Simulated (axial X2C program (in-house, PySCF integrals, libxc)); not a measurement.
OsCl⁺: from Re and ωe to a spectrum

A bond curve at the PBE0 level, two-component, was computed with an axial X2C code built on PySCF integrals (basis Os dyall-cv3z [13s14p9d6f4g], Cl dyall-av3z [9s8p3d2f] (cores contracted in-house)) for the state Ω = 4 (⟨Sz⟩ = 1.93, ⟨Lz⟩ = 2.07 at PBE0). Its fit gives Re = 2.1246 Å, ωe = 468.5 cm⁻¹, ωexe = 1.35 cm⁻¹ and αe = 4.754e-04 cm⁻¹; the masses are 191.9615 and 34.9689 u. Two-component means X2C with spin–orbit coupling and atomic mean-field Coulomb and Gaunt terms.

(1) Find the reduced mass, Be and the force constant.

(2) Estimate De from a Morse curve and compare with the computed well depth of 3.342 eV to Os+ + Cl.

(3) Where do the fundamental and the first overtone lie?

(4) A Morse curve ties αe to the other constants (Pekeris). How well does that hold?

(5) Estimate the centrifugal constant by the Kratzer relation.

The state is one determinant whose occupation by symmetry is held fixed; it was picked as the lowest of a PBE0 search that is not exhaustive. De is counted from the lowest determinant-based energies of the atoms at the same level, without counterpoise correction. Density functionals use the spin component along the axis (collinear). The 2c atoms are single determinants rather than J levels; their spin–orbit lowering is only partly caught, and De is too large by that part. This holds for PBE0. Other states lie close and PBE0, whose exact exchange favours high spin, may order them wrongly; the determinant shown need not be the ground state. The nearest other 2c determinant of the search, Ω = 3, lies 0.26 eV up at the distance of the search. The functionals have no current-density term, which raises determinants with orbital currents, atoms included. With several unpaired electrons one determinant need not be a pure state. Open-shell Ω = 0 determinants with evenly filled partner blocks cannot be reached by this program, so the Ω shown need not be the lowest component.

Results:

(1) From the PBE0 values: μ = 29.5804 u. Be = 16.8576/(μ Re²) = 0.1263 cm⁻¹. k = 5.8918×10⁻⁷ μ ωe² = 3.83 mdyn/Å.

(2) De(Morse) = ωe²/(4ωexe) = 5.040 eV against 3.342 eV computed, a ratio of 1.51. The extrapolation overshoots: the well softens faster than a Morse curve, or the lowest atomic limit lies below the one to which the curve heads.

(3) ν(1←0) = ωe − 2ωexe = 465.8 cm⁻¹; ν(2←0) = 2ωe − 6ωexe = 928.9 cm⁻¹.

(4) αe(Morse) = 6Be²/ωe × (√(ωexe/Be) − 1) = 4.634e-04 cm⁻¹; the PBE0 curve gives 4.754e-04 cm⁻¹, a ratio of 0.97.

(5) D = 4Be³/ωe² = 3.67e-08 cm⁻¹.
